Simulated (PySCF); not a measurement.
C2H7InO, SMILES [CH3][In]([CH3])[OH].

Geometry optimised at PBE0-D3(BJ)/def2-SVP. The structure was generated by enumeration; whether it is a known compound was not checked. The def2 effective core potentials stand for the cores of In; spin–orbit coupling is left out. The values are those of a single conformer.

Method: TDDFT-PBE/def2-SVPD run with PySCF.

Vertical excitations. Gas-phase values at a fixed geometry.

```tsv
state	energy (eV)	λ (nm)	f	main pairs
S1	4.90	253	0.000	HOMO→LUMO 99 %
S2	5.10	243	0.022	HOMO−1→LUMO+1 98 %
S3	5.18	240	0.023	HOMO−1→LUMO 56 %, HOMO→LUMO+1 29 %, HOMO−2→LUMO+1 13 %
S4	5.33	233	0.004	HOMO−2→LUMO 100 %
S5	5.50	225	0.148	HOMO→LUMO+1 61 %, HOMO−1→LUMO 27 %
S6	5.78	214	0.099	HOMO−2→LUMO+1 78 %
S7	6.43	193	0.044	HOMO→LUMO+2 90 %
S8	6.45	192	0.019	HOMO−1→LUMO+2 96 %
S9	6.84	181	0.004	HOMO−1→LUMO+3 80 %, HOMO→LUMO+3 12 %
S10	6.85	181	0.030	HOMO−2→LUMO+2 46 %, HOMO→LUMO+3 31 %, HOMO−1→LUMO+3 18 %
T1	4.60	270	0	HOMO−1→LUMO 95 %
T2	4.69	265	0	HOMO→LUMO 95 %
T3	4.70	264	0	HOMO→LUMO+1 94 %
T4	4.88	254	0	HOMO−1→LUMO+1 93 %
```
Triplets are in the Tamm–Dancoff approximation, which puts them higher than full response would, so one can lie above its singlet here.
